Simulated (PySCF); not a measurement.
# SiHPh3: computed shieldings and shifts

SiHPh3, C18H16Si, point group C1.

Bonds: Si1-C3, Si1-C14, Si1-C25, C3-C4, C3-C8, C4-C5, C5-C6, C6-C7, C7-C8, C14-C15, C14-C19, C15-C16, C16-C17, C17-C18, C18-C19, C25-C26, C25-C30, C26-C27, C27-C28, C28-C29, C29-C30. Si1 carries H2; C4 carries H9; C5 carries H10; C6 carries H11; C7 carries H12; C8 carries H13; C15 carries H20; C16 carries H21; C17 carries H22; C18 carries H23; C19 carries H24; C26 carries H31; C27 carries H32; C28 carries H33; C29 carries H34; C30 carries H35.

GIAO calculations in PySCF 2.14.0 with density-fitted response routines on the PBE0-D3(BJ)/def2-SVP structure: isolated species, non-relativistic, equivalent atoms averaged; basis pcSseg-1.

Q: Give the isotropic shieldings (ppm) with B3LYP, PBE0.

A: 
```tsv
atoms	environment	B3LYP	PBE0
Si1	silicon bonded to 3 C, H	358.6	372.4
C4/C8/C15/C19/C26/C30	carbon bonded to 2 C, H	36.0	41.5
C3/C14/C25	carbon bonded to 2 C, Si	38.9	45.8
C6/C17/C28	carbon bonded to 2 C, H	43.4	48.9
C5/C7/C16/C18/C27/C29	carbon bonded to 2 C, H	45.4	51.0
H9/H13/H20/H24/H31/H35	hydrogen on a carbon bonded to 2 C	23.99	23.74
H11/H22/H33	hydrogen on a carbon bonded to 2 C	24.00	23.74
H10/H12/H21/H23/H32/H34	hydrogen on a carbon bonded to 2 C	24.05	23.79
H2	hydrogen on a silicon bonded to 3 C	25.61	25.34
HOMO–LUMO gap (eV)	–	6.05	6.43
```

Q: And the chemical shifts, against references computed in the same way?

A: 
```csv
atoms,"nucleus, reference",B3LYP,PBE0
Si1,"²⁹Si, TMS",-20.7,-20.4
C4/C8/C15/C19/C26/C30,"¹³C, TMS",143.2,142.9
C3/C14/C25,"¹³C, TMS",140.4,138.6
C6/C17/C28,"¹³C, TMS",135.8,135.5
C5/C7/C16/C18/C27/C29,"¹³C, TMS",133.8,133.4
H9/H13/H20/H24/H31/H35,"¹H, TMS",7.39,7.53
H11/H22/H33,"¹H, TMS",7.38,7.53
H10/H12/H21/H23/H32/H34,"¹H, TMS",7.34,7.48
H2,"¹H, TMS",5.77,5.92
```

Q: Which part of the shielding of Si1 depends on the functional?

A: Diamagnetic: B3LYP 889, PBE0 889 ppm; paramagnetic: B3LYP -530, PBE0 -516 ppm. The diamagnetic part, set mainly by inner electrons, hardly moves; the paramagnetic part goes with low-lying magnetically allowed excitations and carries the spread.
